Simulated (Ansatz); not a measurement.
Reactions of C2H9BSn, SMILES `CC[BH][SnH3]`.

Isolated molecules relaxed with PBE0-D4/def2-TZVP in Ansatz; ΔE leaves out vibrations. CCSD(T)/CBS adds triple-zeta CCSD(T) − MP2 to the extrapolated MP2 energy (def2 sets, frozen cores). Elements past krypton have def2 core potentials. For Se, Sn outer-core shells are correlated without core-valence functions, which leaves a few kJ/mol of doubt a bond. Scalar relativity is left out up to krypton. Each species was taken in one conformer, which may not be the lowest.

Q: Order these by ΔE at CCSD(T)/CBS, lowest first. (An estimate is asked.)
A. `CC[BH][SnH3]` + `O[SiH3]` → `CCBO[SiH3]` + `[SnH4]`
B. `CC[BH][SnH3]` + `B[SeH]` → `[SeH][SnH3]` + `BBCC`
C. `CC[BH][SnH3]` + CH₃NH₂ → `CCBCN` + `[SnH4]`

A: A (-143.7 kJ/mol), C (-5.3 kJ/mol), B (+19.1 kJ/mol).

Largest T1 diagnostic: 0.013, for `[SnH4]`.
